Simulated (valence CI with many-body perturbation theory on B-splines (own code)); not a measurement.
## Re LXIX: calculated level list

Computed by relativistic CI+MBPT: five valence electrons over a frozen Dirac-Fock core [He], a basis of 9 s, 9 p, 8 d, 6 f, 3 g, 1 h functions for each j, with the one-electron correlation potential Σ1 (screened to all orders), the two-electron term Σ2, the three-electron term Σ3, Breit, model QED; selected single and double excitations, second order for the rest, scaled by the run's own slope (own B-spline code, finite nucleus).

The last digits are not significant, and no measured levels were compared; by estimate large intervals hold to a few tenths of a per cent, small ones and those within an open d or f shell to about a per cent. Among the levels kept, up to 3900 cm⁻¹ of a level comes from second order outside the variational space, and about a tenth of that is noise between levels of different J, which matters for small intervals.

Levels 1 to 45 of 58, with energies above the lowest level, (2s^2 2p1/2^2 2p3/2) J=3/2. "Leading %" is the weight of the configuration and term that name the level; weights of strongly mixed levels are sums over their largest components and can fall short, so below about 35 % the name and the second component can differ from the true leading terms, or belong to a minority configuration. In the jj column 3d3/2^4 stands for four electrons in 3d with j = 3/2.

```tsv
No.	Configuration	Term	J	E (eV)	Leading %	Second component	Leading jj
1	2s²2p³	²P°	3/2	0	49	27 % 2s²2p³ ²D°	2s^2 2p1/2^2 2p3/2 (100 %)
2	2s²2p³	⁴S°	3/2	1478	55	44 % 2s²2p³ ²D°	2s^2 2p1/2 2p3/2^2 (100 %)
3	2s²2p³	²D°	5/2	1501	100		2s^2 2p1/2 2p3/2^2 (100 %)
4	2s²2p³	²P°	1/2	1555	100		2s^2 2p1/2 2p3/2^2 (100 %)
5	2s2p⁴	⁴P	5/2	1832	70	30 % 2s2p⁴ ²D	2s 2p1/2^2 2p3/2^2 (100 %)
6	2s2p⁴	²S	1/2	1940	65	25 % 2s2p⁴ ⁴P	2s 2p1/2^2 2p3/2^2 (100 %)
7	2s2p⁴	²P	3/2	1941	52	35 % 2s2p⁴ ²D	2s 2p1/2^2 2p3/2^2 (100 %)
8	2s²2p³	²P°	3/2	3036	51	28 % 2s²2p³ ²D°	2s^2 2p3/2^3 (99 %)
9	2s2p⁴	⁴P	3/2	3338	85	10 % 2s2p⁴ ²D	2s 2p1/2 2p3/2^3 (100 %)
10	2s2p⁴	²D	5/2	3379	70	30 % 2s2p⁴ ⁴P	2s 2p1/2 2p3/2^3 (100 %)
11	2s2p⁴	²P	1/2	3446	65	35 % 2s2p⁴ ⁴P	2s 2p1/2 2p3/2^3 (100 %)
12	2s2p⁴	²D	3/2	3454	55	44 % 2s2p⁴ ²P	2s 2p1/2 2p3/2^3 (100 %)
13	2p⁵	²P°	3/2	3845	99		2p1/2^2 2p3/2^3 (99 %)
14	2s2p⁴	⁴P	1/2	4943	40	35 % 2s2p⁴ ²S	2s 2p3/2^4 (100 %)
15	2p⁵	²P°	1/2	5353	100		2p1/2 2p3/2^4 (100 %)
16	2s²2p²3s	⁴P	1/2	9050	46	32 % 2s²2p²3s ²S	2s^2 2p1/2^2 3s (100 %)
17	2s²2p²3p	²P°	1/2	9157	47	38 % 2s²2p²3p ⁴D°	2s^2 2p1/2^2 3p1/2 (100 %)
18	2s²2p²3p	²P°	3/2	9609	35	20 % 2s²2p²3p ⁴D°	2s^2 2p1/2^2 3p3/2 (100 %)
19	2s²2p²3d	²D	3/2	9701	43	32 % 2s²2p²3d ⁴F	2s^2 2p1/2^2 3d3/2 (100 %)
20	2s²2p²3d	²D	5/2	9826	36	18 % 2s²2p²3d ⁴D	2s^2 2p1/2^2 3d5/2 (100 %)
21	2s²2p²3s	⁴P	3/2	10544	88	10 % 2s²2p²3s ²P	2s^2 2p1/2 2p3/2 3s (100 %)
22	2s²2p²3s	²P	1/2	10555	67	33 % 2s²2p²3s ⁴P	2s^2 2p1/2 2p3/2 3s (100 %)
23	2s²2p²3s	²D	5/2	10564	65	35 % 2s²2p²3s ⁴P	2s^2 2p1/2 2p3/2 3s (100 %)
24	2s²2p²3s	²D	3/2	10571	64	35 % 2s²2p²3s ²P	2s^2 2p1/2 2p3/2 3s (100 %)
25	2s²2p²3p	⁴P°	1/2	10650	49	28 % 2s²2p²3p ⁴D°	2s^2 2p1/2 2p3/2 3p1/2 (100 %)
26	2s²2p²3p	⁴D°	3/2	10656	55	22 % 2s²2p²3p ²D°	2s^2 2p1/2 2p3/2 3p1/2 (100 %)
27	2s²2p²3p	²F°	5/2	10670	50	30 % 2s²2p²3p ²D°	2s^2 2p1/2 2p3/2 3p1/2 (100 %)
28	2s²2p²3p	²P°	3/2	10713	43	25 % 2s²2p²3p ²D°	2s^2 2p1/2 2p3/2 3p1/2 (99 %)
29	2s2p³3s	⁴P°	5/2	10855	48	26 % 2s2p³3s ⁶S°	2s 2p1/2^2 2p3/2 3s (99 %)
30	2s2p³3s	²P°	3/2	10885	35	24 % 2s2p³3s ⁴S°	2s 2p1/2^2 2p3/2 3s (99 %)
31	2s2p³3s	²P°	1/2	10953	42	30 % 2s2p³3s ⁴D°	2s 2p1/2^2 2p3/2 3s (98 %)
32	2s2p³3s	²P°	3/2	10963	38	20 % 2s2p³3s ⁴S°	2s 2p1/2^2 2p3/2 3s (99 %)
33	2s2p³3p	⁴P	3/2	10973	30	21 % 2s2p³3p ⁶P	2s 2p1/2^2 2p3/2 3p1/2 (99 %)
34	2s2p³3p	²D	5/2	10974	26	19 % 2s2p³3p ⁴D	2s 2p1/2^2 2p3/2 3p1/2 (99 %)
35	2s2p³3p	²P	1/2	11062	36	18 % 2s2p³3p ⁴P	2s 2p1/2^2 2p3/2 3p1/2 (99 %)
36	2s2p³3p	²D	3/2	11063	35	21 % 2s2p³3p ⁴F	2s 2p1/2^2 2p3/2 3p1/2 (99 %)
37	2s²2p²3p	⁴D°	5/2	11093	52	34 % 2s²2p²3p ⁴P°	2s^2 2p1/2 2p3/2 3p3/2 (99 %)
38	2s²2p²3p	²P°	1/2	11098	36	30 % 2s²2p²3p ⁴P°	2s^2 2p1/2 2p3/2 3p3/2 (99 %)
39	2s²2p²3p	²D°	3/2	11103	53	20 % 2s²2p²3p ⁴P°	2s^2 2p1/2 2p3/2 3p3/2 (100 %)
40	2s²2p²3p	²F°	7/2	11109	65	35 % 2s²2p²3p ⁴D°	2s^2 2p1/2 2p3/2 3p3/2 (100 %)
41	2s²2p²3p	⁴S°	3/2	11131	32	31 % 2s²2p²3p ²P°	2s^2 2p1/2 2p3/2 3p3/2 (99 %)
42	2s²2p²3p	²D°	5/2	11139	66	16 % 2s²2p²3p ²F°	2s^2 2p1/2 2p3/2 3p3/2 (100 %)
43	2s²2p²3p	²P°	1/2	11163	87	7 % 2s²2p²3p ⁴D°	2s^2 2p1/2 2p3/2 3p3/2 (99 %)
44	2s²2p²3d	⁴F	3/2	11198	43	26 % 2s²2p²3d ²P	2s^2 2p1/2 2p3/2 3d3/2 (100 %)
45	2s²2p²3d	⁴F	5/2	11200	53	38 % 2s²2p²3d ²F	2s^2 2p1/2 2p3/2 3d3/2 (99 %)
```

The ionisation energy to 2s²2p² ³P0 of the next ion comes out as 17124 eV (NIST: 17120 ± 50 eV (theoretical)). All 58 levels together are meant to be complete up to 11391 eV.
